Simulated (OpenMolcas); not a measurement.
Levels of C by method

```json
{
  "Program": "OpenMolcas",
  "Basis": "ANO-RCC-VQZP [5s4p3d2f1g]",
  "Scalar Hamiltonian": "DKH2, point nucleus",
  "Active space": "2 electrons in 9 orbitals (RAS2 2p; RAS3 3s 3d, at most 1 electron)",
  "State averaging": "2S+1 = 3 even, 3 roots; 2S+1 = 1 even, 6 roots; 2S+1 = 3 odd, 3 roots; 2S+1 = 1 odd, 3 roots",
  "Spin-orbit coupling": "RASSI with atomic mean-field integrals over the reference wave functions, term energies averaged over their components"
}
```

Methods on the same reference wave functions:
A. RASSCF
B. SS-RASPT2, IPEA 0.25 Eh, imaginary shift 0.1 Eh (closed shells correlated: 1s 2s)

Energies in cm-1 above 2s2 2p2 3P0, the measured ground level; measured values from NIST Handbook of Basic Atomic Spectroscopic Data.

```tsv
Level	A	B	Measured
2s2 2p2 3P0	0.0	0.0	0.0
2s2 2p2 3P1	15.7	15.7	16.4
2s2 2p2 3P2	46.9	46.9	43.4
2s2 2p2 1D2	12625	9980	10193
2s2 2p2 1S0	30969	26080	21648
2s2 2p 3s 3P* 0	70032	70920	60333
2s2 2p 3s 3P* 1	70052	70940	60353
2s2 2p 3s 3P* 2	70093	70980	60393
2s2 2p 3s 1P* 1	73588	74280	61982
```

Deviations, from unrounded energies. A percentage is the sum of absolute deviations over the sum of measured energies, with the sign that they share, or ± where signs differ.

```json
{"Against measurement": "mean absolute deviation (cm-1)", "Levels": "8", "A": "6600", "B": "6100"}
{"Against measurement": "fine structure of the ground term (%)", "Levels": "2", "A": "±7.0", "B": "±7.0"}
{"Against measurement": "other terms of the ground configuration (%)", "Levels": "2", "A": "+36.9", "B": "±14.6"}
{"Against measurement": "other configurations (%)", "Levels": "4", "A": "+16.7", "B": "+18.1"}
```

B lies closest to measurement on these levels. The largest miss of B in the table is 2s2 2p 3s 1P* 1, by +12000 cm-1. The ranking rests on the paired levels alone, and a cruder setting can come out closer through cancelling errors.

From A to B the spin-free energies of the other terms of 2s2 2p2 shown, above 3P, scale by factors of 0.79 to 0.84.

The lowest spin-free term lies below A's lowest term by 0.091 hartree in B.

CASPT2 does not keep the components of a term degenerate, so their means are used; among the terms shown or strongly mixed into the levels shown the widest spread is 98 cm-1 (2s2 2p2 1D, B). ANO sets are built for valence states and can reach diffuse excited orbitals poorly. With the s shell closed, the reference lacks s² → p² mixing. No level of 2s2 2p 3d was computed, though it lies in the active space. Without dynamic correlation excited terms often stand tens of per cent too high (terms of higher spin than the ground term too low), and those without a measured partner can miss by more than the paired ones (holds for A). Some terms miss by over 15 % even with CASPT2, which points to a basis or an active space too small for the shells correlated (holds for B). Computed and measured levels are paired by configuration, term and J; levels that our copy of the source lacks, or whose pairing is in doubt (as where it misses far off the trend of its configuration), stay unpaired and out of the deviations. Levels of configurations outside the active space are missing.

* marks odd parity.
